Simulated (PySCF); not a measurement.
Computed shifts of a molecule C6H10, PBE/pcSseg-1 in PySCF, GIAO, gas phase, equivalent atoms averaged, in ppm (number of nuclei): ¹³C: 87.1 (2), 19.4 (2), 19.3 (2). ¹H: 2.55 (4), 1.39 (6). References: ¹³C against TMS (σ = 182.0 ppm); ¹H against TMS (σ = 31.49 ppm), references at their B3LYP-D3(BJ)/def2-TZVP geometries, non-relativistic. Geometry optimised at B3LYP-D3(BJ)/def2-SVP. Other conformers were not sampled.

Which structure fits?
A) C[C@@H]1C=C[C@@H]1C
B) CC#CCCC
C) CCC#CCC
D) C=CC1(C)CC1

C, CCC#CCC
